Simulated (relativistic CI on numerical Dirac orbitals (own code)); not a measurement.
# Spin-allowed bands of a d8 ion in an octahedral site, by hand

Problem. Take Δ = 7250 cm⁻¹ and B = 730 cm⁻¹ for a d8 ion in an octahedral site. Calculate the three spin-allowed bands.

Working.
1. The terms of highest spin are 3F (energy 0) and 3P (15B = 10950 cm⁻¹). Here the F term splits into A2 at −1.2Δ = -8700, T2 at −0.2Δ = -1450 and T1 at +0.6Δ = 4350 cm⁻¹.
2. The two T1 states mix through the element 0.4Δ: H = [[4350, 2900], [2900, 10950]], with roots ½(H₁₁ + H₂₂) ∓ ½√[(H₂₂ − H₁₁)² + 4H₁₂²] = ½(15300) ∓ ½(8786) = 3257 and 12043 cm⁻¹.
3. The ground term is 3A2 at -8700 cm⁻¹.
4. Bands: 3T2 7250 cm⁻¹ (1379 nm), 3T1(F) 11957 cm⁻¹ (836 nm), 3T1(P) 20743 cm⁻¹ (482 nm).

Check. Exact diagonalisation of the whole d8 shell with these parameters gives 3T2 7250, 3T1 11957, 3T1 20743 cm⁻¹. The match is exact, since without spin-orbit coupling no other term has this spin. The ratio of the second band to the first, 1.649, depends on Δ/B = 9.9 alone, which is how a Tanabe-Sugano diagram is read.
